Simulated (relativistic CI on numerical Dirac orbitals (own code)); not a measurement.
## Hyperfine structure of Ge II, mass number 73

Method of calculation: Dirac-Coulomb-Breit CI, separate exchange-only KLI orbitals for each configuration, model QED, valence Slater integrals scaled by 0.85, P86 correlation energy added to each configuration (own radial code, finite nucleus).

Configuration list (outside the closed core [Ar] 3d10): 4s2 4p, 4s 4p2, 4s2 5s, 4s2 5p, 4s2 4d, 4s2 6s, 4s2 5d, 4s2 4f, 4p3, 4s 4p 4d, 4s2 6p, 4s 4p 4f, 4s2 6d, 4s2 5f, 4s2 5g, 4s2 6f. Levels of other configurations are missing.

Nuclear spin I = 9/2, μ = -0.87824 μN, Q = -0.196 b (tables of Stone and Pyykkö). The electronic factors are computed for point nuclear moments, without core polarisation; leaving it out makes A of s and p electrons in near-neutral atoms 20 to 40 % too small, and it can dominate for d and f shells.

```json
{"Level": "4s2 4p 2P°_1/2", "E (eV)": "0.0000", "A (MHz)": "-365.5", "B (MHz)": ""}
{"Level": "4s2 4p 2P°_3/2", "E (eV)": "0.2014", "A (MHz)": "-72.33", "B (MHz)": "-124"}
{"Level": "4s 4p2 4P_1/2", "E (eV)": "6.0140", "A (MHz)": "-1220", "B (MHz)": ""}
{"Level": "4s 4p2 4P_3/2", "E (eV)": "6.0970", "A (MHz)": "-551.7", "B (MHz)": "-108"}
{"Level": "4s 4p2 4P_5/2", "E (eV)": "6.2256", "A (MHz)": "-525.3", "B (MHz)": "141"}
{"Level": "4s 4p2 2D_3/2", "E (eV)": "8.2311", "A (MHz)": "194.3", "B (MHz)": "-135"}
{"Level": "4s 4p2 2D_5/2", "E (eV)": "8.2527", "A (MHz)": "-390.2", "B (MHz)": "-192"}
{"Level": "4s2 5s 2S_1/2", "E (eV)": "8.4354", "A (MHz)": "-362.8", "B (MHz)": ""}
```

Levels with J = 0, under 50 % of one LS term, or S terms without an open s electron are left out. Small factors come from cancelling terms and can be off by tens of per cent or more.

For a near-neutral ion this model can misplace configurations by up to about 10,000 cm⁻¹ (more where the count of f electrons changes) and terms by 10 to 25 % of their spread. Rates follow the energies as ν³ (E1, M1) or ν⁵ (E2), so they and the lifetimes can be off by large factors. The fine structure of a lone outer electron comes out too small, for d and f at times inverted, and misplaced configurations move strength between like terms. 19 of the 19 excited levels that our extract of the measured tables holds in this range could be paired (the sources list more); they are missed by 4101 cm⁻¹ on average and 6970 at most, and levels without a partner can miss by more.

Task: Give the hyperfine levels of 4s2 4p 2P°_1/2 relative to its centre of gravity.

Result: With K = F(F + 1) − I(I + 1) − J(J + 1), E = AK/2: F = 4: 1005, F = 5: -822.3 MHz.
